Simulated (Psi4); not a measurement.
F$_{4}$Si, singlet, at a GFN2-xTB geometry, atoms displaced at random by about 0.002 Å a coordinate; PBE/3-21G (Psi4).

The Psi4 input:
```
memory 2 GB

molecule mol {
0 1
Si    0.001218    0.003735    0.001975
F     0.886626    0.903994    0.921936
F    -0.916096   -0.911461    0.882790
F    -0.892379    0.905526   -0.914426
F     0.921635   -0.891625   -0.891550
}

set {
  basis 3-21g
  reference rks
}

energy('pbe')
print_variables()
```

The log (banner, timings and long lists left out):

```
   => Loading Basis Set <=

    Name: 3-21G
    Role: ORBITAL
    Keyword: BASIS

         ---------------------------------------------------------
                                   SCF
               by Justin Turney, Rob Parrish, Andy Simmonett
                          and Daniel G. A. Smith
                              RKS Reference
         ---------------------------------------------------------

  ==> Geometry <==

    Molecular point group: c1
    Full point group: C1

    Geometry (in Angstrom), charge = 0, multiplicity = 1:

       Center              X                  Y                   Z               Mass
    ------------   -----------------  -----------------  -----------------  -----------------
         SI           0.000929358251     0.001554290461     0.001671967755    27.976926534650
         F            0.886337358251     0.901813290461     0.921632967755    18.998403162730
         F           -0.916384641749    -0.913641709539     0.882486967755    18.998403162730
         F           -0.892667641749     0.903345290461    -0.914729032245    18.998403162730
         F            0.921346358251    -0.893805709539    -0.891853032245    18.998403162730

  Running in c1 symmetry.

  Rotational constants: A =      0.13610  B =      0.13590  C =      0.13568 [cm^-1]
  Rotational constants: A =   4080.24191  B =   4074.09187  C =   4067.53774 [MHz]
  Nuclear repulsion =  271.086792903661262

  Charge       = 0
  Multiplicity = 1
  Electrons    = 50
  Nalpha       = 25
  Nbeta        = 25

  ==> Algorithm <==

  SCF Algorithm Type is DF.
  DIIS enabled.
  MOM disabled.
  Fractional occupation disabled.
  Guess Type is SAD.
  Energy threshold   = 1.00e-06
  Density threshold  = 1.00e-06
  Integral threshold = 1.00e-12

  ==> Primary Basis <==

  Basis Set: 3-21G
    Blend: 3-21G
    Number of shells: 27
    Number of basis functions: 49
    Number of Cartesian functions: 49
    Spherical Harmonics?: false
    Max angular momentum: 1

  ==> DFT Potential <==

   => LibXC <=

    Version 7.1.2
    S. Lehtola, C. Steigemann, M. J. T. Oliveira, and M. A. L. Marques,  SoftwareX 7, 1–5 (2018) (10.1016/j.softx.2017.11.002)

   => Composite Functional: PBE <=

    PBE GGA Exchange-Correlation Functional

    J.P. Perdew et. al., Phys. Rev. Lett., 77(18), 3865-3868, 1996

    Deriv               =              1
    GGA                 =           TRUE
    Meta                =          FALSE

    Exchange Hybrid     =          FALSE
    MP2 Hybrid          =          FALSE

   => Exchange Functionals <=

    1.0000     XC_GGA_X_PBE

   => Correlation Functionals <=

    1.0000     XC_GGA_C_PBE

   => LibXC Density Thresholds  <==

    XC_GGA_C_PBE:  1.00E-12
    XC_GGA_X_PBE:  1.00E-15

   => Molecular Quadrature <=

    Radial Scheme          =       TREUTLER
    Pruning Scheme         =           NONE
    Nuclear Scheme         =       TREUTLER

    Blocking Scheme        =         OCTREE
    BS radius alpha        =              1
    Pruning alpha          =              1
    Radial Points          =             75
    Spherical Points       =            302
    Total Points           =         108717
    Total Blocks           =            857
    Max Points             =            256
    Max Functions          =             46
    Weights Tolerance      =       1.00E-15

   => Loading Basis Set <=

    Name: (3-21G AUX)
    Role: JKFIT
    Keyword: DF_BASIS_SCF

  ==> Integral Setup <==

  SCF_SUBTYPE=INCORE selected. In-core MEM_DF algorithm will be used.
  Using in-core AOs.

  ==> MemDFJK: Density-Fitted J/K Matrices <==

    J tasked:                   Yes
    K tasked:                    No
    wK tasked:                   No
    Algorithm:                 Core
    Schwarz Cutoff:           1E-12
    Mask sparsity (%):       4.8313
    Fitting Condition:        1E-10

   => Auxiliary Basis Set <=

  Basis Set: (3-21G AUX)
    Blend: DEF2-UNIVERSAL-JKFIT
    Number of shells: 138
    Number of basis functions: 527
    Number of Cartesian functions: 527
    Spherical Harmonics?: false
    Max angular momentum: 4

  Minimum eigenvalue in the overlap matrix is 1.0659762970E-01.
  Reciprocal condition number of the overlap matrix is 3.6756305082E-02.
    Using symmetric orthogonalization.

  ==> Pre-Iterations <==

  SCF Guess: Superposition of Atomic Densities via on-the-fly atomic UHF (no occupation information).

   -------------------------
    Irrep   Nso     Nmo
   -------------------------
     A         49      49
   -------------------------
    Total      49      49
   -------------------------

  ==> Iterations <==

                           Total Energy        Delta E     RMS |[F,P]|

   @DF-RKS iter SAD:  -684.44267568075236   -6.84443e+02   0.00000e+00
   @DF-RKS iter   1:  -684.70810726804291   -2.65432e-01   1.27198e-02 DIIS/ADIIS
   @DF-RKS iter   2:  -684.57453955824860    1.33568e-01   1.87114e-02 DIIS/ADIIS
   @DF-RKS iter   3:  -684.81537883836222   -2.40839e-01   4.90325e-04 DIIS/ADIIS
   @DF-RKS iter   4:  -684.81553768135495   -1.58843e-04   9.69269e-05 DIIS
   @DF-RKS iter   5:  -684.81554532668520   -7.64533e-06   4.78234e-05 DIIS
   @DF-RKS iter   6:  -684.81554697242518   -1.64574e-06   3.62848e-06 DIIS
   @DF-RKS iter   7:  -684.81554698091963   -8.49445e-09   1.49031e-07 DIIS
  Energy and wave function converged.

  ==> Post-Iterations <==

   Electrons on quadrature grid:
      Ntotal   =   49.9999484790 ; deviation = -5.152e-05

    Orbital Energies [Eh]
    ---------------------

    Doubly Occupied:

       1A    -65.126628     2A    -24.167892     3A    -24.166634
       4A    -24.166108     5A    -24.166002     6A     -5.193358
       7A     -3.604608     8A     -3.604562     9A     -3.604536
      10A     -1.157333    11A     -1.114562    12A     -1.113159
      13A     -1.112749    14A     -0.527709    15A     -0.457911
      16A     -0.457552    17A     -0.457532    18A     -0.388220
      19A     -0.388106    20A     -0.388028    21A     -0.377424
      22A     -0.377350    23A     -0.352604    24A     -0.352561
      25A     -0.351959

    Virtual:

      26A     -0.014725    27A      0.092110    28A      0.092329
      29A      0.093430    30A      0.288918    31A      0.333037
      32A      0.333392    33A      0.334510    34A      1.616002
      35A      1.616452    36A      1.733411    37A      1.733980
      38A      1.734451    39A      1.821503    40A      1.822054
      41A      1.823048    42A      1.888252    43A      1.888369
      44A      1.888893    45A      1.969322    46A      3.177763
      47A      3.178491    48A      3.181515    49A      3.590582

    Final Occupation by Irrep:
              A
    DOCC [    25 ]
    NA   [    25 ]
    NB   [    25 ]

  @DF-RKS Final Energy:  -684.81554698091963

   => Energetics <=

    Nuclear Repulsion Energy =            271.0867929036612622
    One-Electron Energy =               -1493.1227338971900735
    Two-Electron Energy =                 599.5647247321360283
    DFT Exchange-Correlation Energy =     -62.3443307195268162
    Empirical Dispersion Energy =           0.0000000000000000
    VV10 Nonlocal Energy =                  0.0000000000000000
    Total Energy =                       -684.8155469809196347

Computation Completed

Properties will be evaluated at   0.000000,   0.000000,   0.000000 [a0]

Properties computed using the SCF density matrix

 Multipole Moments:

 ------------------------------------------------------------------------------------
     Multipole            Electronic (a.u.)      Nuclear  (a.u.)        Total (a.u.)
 ------------------------------------------------------------------------------------

 L = 1.  Multiply by 2.5417464519 to convert [e a0] to [Debye]
 Dipole X            :          0.0031926            0.0013113            0.0045039
 Dipole Y            :          0.0053740            0.0021931            0.0075670
 Dipole Z            :          0.0057488            0.0023591            0.0081079
 Magnitude           :                                                    0.0119701

 ------------------------------------------------------------------------------------

  Variable Map:
  ----------------------------------------------------------------------------
  "CURRENT ENERGY"              =>    -684.815546980920
  "CURRENT REFERENCE ENERGY"    =>    -684.815546980920
  "DD SOLVATION ENERGY"         =>       0.000000000000
  "DFT FUNCTIONAL TOTAL ENERGY" =>    -684.815546980920
  "DFT TOTAL ENERGY"            =>    -684.815546980920
  "DFT VV10 ENERGY"             =>       0.000000000000
  "DFT XC ENERGY"               =>     -62.344330719527
  "GRID ELECTRONS ALPHA"        =>      24.999974239485
  "GRID ELECTRONS BETA"         =>      24.999974239485
  "GRID ELECTRONS TOTAL"        =>      49.999948478971
  "NUCLEAR REPULSION ENERGY"    =>     271.086792903661
  "ONE-ELECTRON ENERGY"         =>   -1493.122733897190
  "PCM POLARIZATION ENERGY"     =>       0.000000000000
  "PE ENERGY"                   =>       0.000000000000
  "SCF ITERATION ENERGY"        =>    -684.815546980920
  "SCF ITERATIONS"              =>       7.000000000000
  "SCF TOTAL ENERGY"            =>    -684.815546980920
  "TWO-ELECTRON ENERGY"         =>     599.564724732136
  "XC GRID RADIAL POINTS"       =>      75.000000000000
  "XC GRID SPHERICAL POINTS"    =>     302.000000000000
  "XC GRID TOTAL POINTS"        =>  108717.000000000000

  Array Variable Map:
  ----------------------------------------------------------------------------
  "CURRENT DIPOLE"              =>       0.004503862491 ... 0.008107898676 1 by 3
  "SCF DIPOLE"                  =>       0.004503862491 ... 0.008107898676 1 by 3
  "SCF TOTAL ENERGIES"          =>    -684.442675680752 ... -684.815546980920 1 by 8
```
